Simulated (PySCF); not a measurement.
## [CrH4]-, broken-symmetry Ms = 1/2: structure and spectrum

These are results of PySCF, UPBE0, basis Cr def2-TZVPD, H def2-TZVPD (no relativity, density fitting), not measurements.

The structure is a higher-order saddle point with 2 imaginary modes (one degenerate set).

Z-matrix (Å, degrees; charge -1 multiplicity 2):
```
Cr
H  1 1.7170
H  1 1.7170 2 90.00
H  1 1.7170 3 90.00 2 180.00
H  1 1.7170 2 90.00 3 180.00
```

- Point group: D4h
- Bond lengths: Cr–H 1.717 Å (×4)
- Bond angles: H–Cr–H 90.0° (×4), H–Cr–H 180.0° (×2)
- Principal quadrupole moments (Buckingham, traceless) about the centre of mass: -6.53, -6.53, 13.05 D Å
- Principal polarisabilities: 57.6, 80.8, 80.8 bohr³
- Rotational constants: 2.837, 2.837, 1.418 cm⁻¹
- Dipole moment about the centre of mass: 0.00 D
- Spin squared ⟨S²⟩: 1.757
- Zero-point energy (real modes): 45.5 kJ/mol
- Lowest empty level (α): 2.08 eV
- Highest occupied level (β): -1.66 eV

Harmonic modes (masses in u: Cr 51.941, H 1.008):
```json
{"symmetry": "eu", "ω (cm⁻¹)": "720i", "IR (km/mol, summed over degenerate members)": "–", "μ (u)": "1.04"}
{"symmetry": "b2u", "ω (cm⁻¹)": "328", "IR (km/mol, summed over degenerate members)": "0.0", "μ (u)": "1.01"}
{"symmetry": "a2u", "ω (cm⁻¹)": "461", "IR (km/mol, summed over degenerate members)": "462", "μ (u)": "1.08"}
{"symmetry": "b2g", "ω (cm⁻¹)": "653", "IR (km/mol, summed over degenerate members)": "0.0", "μ (u)": "1.01"}
{"symmetry": "eu", "ω (cm⁻¹)": "1461", "IR (km/mol, summed over degenerate members)": "2755", "μ (u)": "1.05"}
{"symmetry": "b1g", "ω (cm⁻¹)": "1606", "IR (km/mol, summed over degenerate members)": "0.0", "μ (u)": "1.01"}
{"symmetry": "a1g", "ω (cm⁻¹)": "1643", "IR (km/mol, summed over degenerate members)": "0.0", "μ (u)": "1.01"}
```

In D4h the vibrations span 2eu + b2u + a2u + b2g + b1g + a1g. The a1g, b1g, b2g, b2u modes carry no infrared intensity, as symmetry demands. With a centre of inversion only u modes can be infrared active and only g modes Raman active.

Charges (e); Mulliken and Löwdin values are unreliable with diffuse functions:
```tsv
atom	Mulliken	Löwdin	polar tensor	spin (Mulliken)	Mayer order to Cr1
Cr1	-0.80	0.02	0.94	1.19	–
H2,3,4,5	-0.05	-0.25	-0.49	-0.05	0.84
```

Mulliken populations on Cr1: s 7.32, p 13.13, d 4.34, f 0.00.

The determinant is spin-contaminated (⟨S²⟩ = 1.76, pure value 0.75). Other isomers or separated fragments may lie lower. With open d or f shells other occupations or spin states may lie lower. The lowest empty level of this anion is unbound, so it and the gap depend on the basis. At this level a quartet minimum of C2v symmetry lies 159 kJ/mol below this structure.

The final relaxation and frequency run took about 50 core-seconds on a shared host.
